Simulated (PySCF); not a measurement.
## Correlation energy of Ge (germanium, neutral)

[Ar] 3d10 4s2 4p2, high-spin 3P determinant. Calculation: PySCF 2.14, in x2c-SVPall; the spin-free X2C one-electron Hamiltonian (Gaussian nucleus). Frozen: [Ar] 3d10; 4 electrons correlated.

MP2 pair energies summed by pair of shells (mhartree):

| pair | energy | share (%) |
| --- | --- | --- |
| 4s-4p | -23.76 | 58.2 |
| 4s-4s | -13.21 | 32.4 |
| 4p-4p | -3.87 | 9.5 |

Total MP2 correlation energy: -40.84 mhartree.

Same-spin part -6.85 and opposite-spin part -33.99 mhartree; SCS-MP2 scales them by 1/3 and 6/5 to -43.07 mhartree.

```csv
level,correlation energy (mhartree)
CCSD,-56.37
(T),-0.81
CCSD(T),-57.18
```

Diagnostics: T1 = 0.0078, D1 = 0.0213, largest double amplitude 0.096.

Cost of the coupled-cluster step: 0.22 s of wall time on 1 thread of Neoverse-N1 (shared host), for 4 correlated electrons.

Iterations:

```
CC2 = 0
CCSD nocc = (np.int64(3), np.int64(1)), nmo = (18, 18)
frozen orbitals [[0, 1, 2, 3, 4, 5, 6, 7, 8, 9, 10, 11, 12, 13], [0, 1, 2, 3, 4, 5, 6, 7, 8, 9, 10, 11, 12, 13]]
max_cycle = 100
direct = 0
conv_tol = 1e-08
conv_tol_normt = 1e-06
diis_space = 8
diis_start_cycle = 0
Init t2, MP2 energy = -0.0408418384623602
Init E_corr(UCCSD) = -0.0408418384623981
cycle = 1  E_corr(UCCSD) = -0.0516253334083323  dE = -0.0107834949  norm(t1,t2) = 0.0482251
cycle = 2  E_corr(UCCSD) = -0.0546938331812123  dE = -0.00306849977  norm(t1,t2) = 0.0176965
cycle = 3  E_corr(UCCSD) = -0.0563789578284172  dE = -0.00168512465  norm(t1,t2) = 0.00771177
cycle = 4  E_corr(UCCSD) = -0.0563637958407314  dE = 1.51619877e-05  norm(t1,t2) = 0.00131913
cycle = 5  E_corr(UCCSD) = -0.0563749882280926  dE = -1.11923874e-05  norm(t1,t2) = 0.000189695
cycle = 6  E_corr(UCCSD) = -0.0563716552277509  dE = 3.33300034e-06  norm(t1,t2) = 2.30462e-05
cycle = 7  E_corr(UCCSD) = -0.0563729674783359  dE = -1.31225058e-06  norm(t1,t2) = 4.46744e-06
cycle = 8  E_corr(UCCSD) = -0.0563726158347418  dE = 3.51643594e-07  norm(t1,t2) = 1.2259e-06
cycle = 9  E_corr(UCCSD) = -0.0563726500746389  dE = -3.42398971e-08  norm(t1,t2) = 1.60232e-07
cycle = 10  E_corr(UCCSD) = -0.0563726499389934  dE = 1.35645536e-10  norm(t1,t2) = 2.5815e-08
UCCSD converged
E(UCCSD) = -2096.742062484906  E_corr = -0.05637264993899337
UCCSD(T) correction = -0.000809125604964618
```
